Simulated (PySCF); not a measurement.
AsF2GaH2, SMILES [F][Ga]([F])[AsH2]. Atoms are numbered in the order given.

```xyz
6

Ga    -0.7814    -0.0098     0.0000
As     1.5978     0.0630     0.0000
H      1.6133    -0.9913     1.1008
H      1.6133    -0.9913    -1.1008
F     -1.7628     0.0115    -1.4478
F     -1.7628     0.0115     1.4478
```
Charge 0, spin multiplicity 1.

Geometry: r2SCAN-D4/def2-SVP. The structure was generated by enumeration; whether it is a known compound was not checked.

The numbers are results of PBE/def2-TZVP (PySCF), not measurements.

Symmetry labels are those of the subgroup Cs that the program uses (full group Cs).

Computed valence orbital energies around the gap with their symmetry:
| orbital | symmetry | energy (eV) |
|---|---|---|
| HOMO−7 | A" | -10.21 |
| HOMO−6 | A" | -9.68 |
| HOMO−5 | A' | -9.49 |
| HOMO−4 | A' | -9.38 |
| HOMO−3 | A" | -8.92 |
| HOMO−2 | A" | -8.72 |
| HOMO−1 | A' | -8.42 |
| HOMO | A' | -7.41 |
| LUMO | A' | -2.33 |
| LUMO+1 | A' | -1.86 |
| LUMO+2 | A" | -1.18 |
| LUMO+3 | A' | -0.55 |
